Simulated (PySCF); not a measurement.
Species: C8H5Cl.
Atom-mapped SMILES: `[Cl:1][C:2]1=[CH:3][CH:4]=[C:5]2[CH:6]=[CH:7][CH:8]=[C:9]12` (hydrogens: H10 on C3; H11 on C4; H12 on C6; H13 on C7; H14 on C8)

Method: PySCF, BHandHLYP/def2-SV(P) geometry optimisation, gas phase; density fitting, grid level 1; the optimiser is geomeTRIC in internal coordinates, started from a GFN2-xTB structure.

Geometry at step 1:
```
atom  x, y, z in Å
Cl1     2.1471    2.5425   -0.3695
C2      1.4820    0.9703   -0.2079
C3      2.1371   -0.2028   -0.2405
C4      1.1434   -1.2981   -0.0698
C5     -0.0795   -0.7532    0.0592
C6     -1.5087   -1.0446    0.2340
C7     -2.1524    0.1377    0.2451
C8     -1.1655    1.2432    0.0803
C9      0.0523    0.6893   -0.0267
H10     3.2048   -0.3401   -0.3527
H11     1.4114   -2.3500   -0.0426
H12    -1.9577   -2.0252    0.3366
H13    -3.2208    0.2904    0.3450
H14    -1.4232    2.2967    0.0394
```

**Question.** What forces act on the atoms?

**Answer.** 
| atom | Fx (eV/Å) | Fy (eV/Å) | Fz (eV/Å) |
| --- | --- | --- | --- |
| Cl1 | -0.040 | -0.088 | 0.034 |
| C2 | -0.029 | 0.186 | -0.097 |
| C3 | 0.019 | -0.124 | 0.079 |
| C4 | 0.181 | -0.107 | 0.069 |
| C5 | -0.068 | 0.078 | -0.018 |
| C6 | 0.002 | -0.102 | 0.030 |
| C7 | 0.005 | 0.100 | -0.033 |
| C8 | -0.146 | 0.089 | -0.055 |
| C9 | 0.056 | -0.061 | 0.017 |
| H10 | -0.026 | 0.011 | -0.029 |
| H11 | -0.027 | 0.038 | -0.043 |
| H12 | 0.020 | 0.028 | -0.018 |
| H13 | 0.026 | -0.011 | 0.025 |
| H14 | 0.028 | -0.036 | 0.037 |

The largest, 0.22 eV/Å, acts on C4; the rms over all components is 0.071 eV/Å. The forces sum to zero within rounding, as they must for an isolated molecule in no field.

**Question.** Give the force on C4 in Eh/bohr and in nN.

**Answer.** 0.221 eV/Å ÷ 51.422 = 0.00430 Eh/bohr, and 0.221 eV/Å × 1.602 = 0.35 nN.

**Question.** How far is this geometry from the end of the optimisation?

**Answer.** 0.002 eV above it, and 0.005 Å rms away after alignment. The bonds farthest from their final lengths, with half the difference of the two atoms' forces along the bond (positive lengthens):

| bond | now (Å) | final (Å) | force along bond (eV/Å) |
| --- | --- | --- | --- |
| Cl1–C2 | 1.715 | 1.711 | -0.13 |
| C4=C5 | 1.345 | 1.348 | +0.15 |
| C2=C3 | 1.344 | 1.346 | +0.15 |
| C3–C4 | 1.489 | 1.487 | -0.06 |
| C8=C9 | 1.342 | 1.344 | +0.12 |
| C7–C8 | 1.491 | 1.489 | -0.05 |

What follows is the cost of the whole optimisation. Hardware: an Arm Neoverse V1 with one thread, shared host with 32 logical CPUs at a one-minute load of 11. Cost: 50 s wall, 0.60 GiB resident at most.
